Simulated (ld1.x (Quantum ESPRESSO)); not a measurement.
# Which change was made? (Te, TM semilocal)

| Property | Result |
| --- | --- |
| Element | Te (Z = 52) |
| Generator | ld1.x (Quantum ESPRESSO) 7.5 |
| Type | norm-conserving Troullier–Martins (semilocal form) |
| Functional | PBE |
| Relativity | scalar-relativistic |
| Frozen core | [Kr] 4d10 |
| Valence charge | 6 |
| Reference configuration | 5s2 5p2 (charge +2) |
| Partial waves | 5s (bound): rc 1.80 bohr; 5p (bound): rc 2.00 bohr |
| Local potential | the p channel |
| Core correction | none |

Cutoffs, loose and tight: the cutoffs (Ry, on a coarse ladder) from which the occupation-weighted sum of valence levels, in a spherical-Bessel basis at the reference potential, stays within 10 and 1 mRy of its value at 400 Ry. They do not see the model core or the augmentation charge, which bear on the density cutoff. Test errors are all-electron minus pseudo excitation energies from the reference, over the configurations 5s2 5p4; 5s2 5p3; 5s2 5p1; 5s1 5p4; 5s0 5p6; 5s2 5p4.3; 5s2 5p3.5; variants that change the core or the reference have their own tests.

The base gives: outcome: generated; cutoff, loose: 30 Ry; cutoff, tight: 40 Ry; bound ghosts: none; largest test error (meV): +23.

**Question.** After one change the result is: outcome: generated; cutoff, loose: 21 Ry; cutoff, tight: 35 Ry; bound ghosts: none; largest test error (meV): +56. Which change was it?
A. wave 5p (bound): rc 2.00 bohr becomes 5p (bound): rc 2.82 bohr
B. reference 5s2 5p3
C. wave 5s (bound): rc 1.80 bohr becomes 5s (bound): rc 2.40 bohr

**Answer.** C. The others give: reference 5s2 5p3 → outcome: generated; cutoff, loose: 30 Ry; cutoff, tight: 40 Ry; bound ghosts: none; largest test error (meV): -22 | wave 5p (bound): rc 2.00 bohr becomes 5p (bound): rc 2.82 bohr → outcome: generated; cutoff, loose: 30 Ry; cutoff, tight: 40 Ry; bound ghosts: none; largest test error (meV): +41.
